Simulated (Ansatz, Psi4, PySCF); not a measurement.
C₃H₈BeS (SMILES C[CH2][Be][S]C), singlet, geometry from GFN2-xTB (such geometries of metal compounds can be far from the true shape), atoms displaced at random by about 0.08 Å a coordinate. Base run: PySCF with HF/6-31G, gradient.

PySCF was given this input:
```python
from pyscf import gto, scf

mol = gto.Mole()
mol.atom = '''
    Be    0.117469   -0.021405    0.528432
    C    -0.223894   -1.222209    1.876485
    C    -0.130054   -2.654669    1.671119
    H    -1.416106   -0.830756    2.179526
    H     0.509995   -0.843204    2.556968
    H     0.845780   -3.011845    1.150955
    H    -0.710428   -2.955855    0.701617
    H    -0.178331   -3.267986    2.469277
    S     0.698918    1.197792   -0.854397
    C    -0.830522    1.607777   -2.041535
    H    -1.249911    0.701559   -2.219924
    H    -0.406923    2.448074   -2.549267
    H    -1.387260    2.160982   -1.377701
'''
mol.basis = '6-31g'
mol.charge = 0
mol.spin = 0
mol.verbose = 3
mol.build()

mf = scf.RHF(mol)
mf.kernel()
g = mf.nuc_grad_method()
grad = g.kernel()
```

Programs used: Ansatz (a first-principles code), Psi4, PySCF; a row that names a program was run with it.

The coordinate followed is y of atom 3.

Variants of this job, named by their change:

```
change                                                  dE/dx (Eh/bohr)  net force (Eh/bohr)
------------------------------------------------------  ---------------  -------------------
base                                                           0.032966             0.000000
finite difference step (bohr) = 1e-4; conv_tol = 1e-11         0.032966                    -
finite difference step (bohr) = 0.01; conv_tol = 1e-11         0.032984                    -
code = psi4                                                    0.032981             0.000000
conv_tol = 1e-6                                                0.032965             0.000000
finite difference step (bohr) = 0.2; conv_tol = 1e-11                 …                    -
finite difference step (bohr) = 1e-5; conv_tol = 1e-11         0.032966                    -
density fitting = on; auxbasis_response = off                  0.032483             0.000993
conv_tol = 1e-4                                                0.032991             0.000000
code = ansatz                                                  0.032969             0.000000
density fitting = on                                           0.032984             0.000000
finite difference step (bohr) = 0.05; conv_tol = 1e-11         0.033409                    -
```

### Question
Fill in the missing entries.

### Answer

- finite difference step (bohr) = 0.2; conv_tol = 1e-11, dE/dx (Eh/bohr): 0.040139

The net force is zero for an exact gradient.
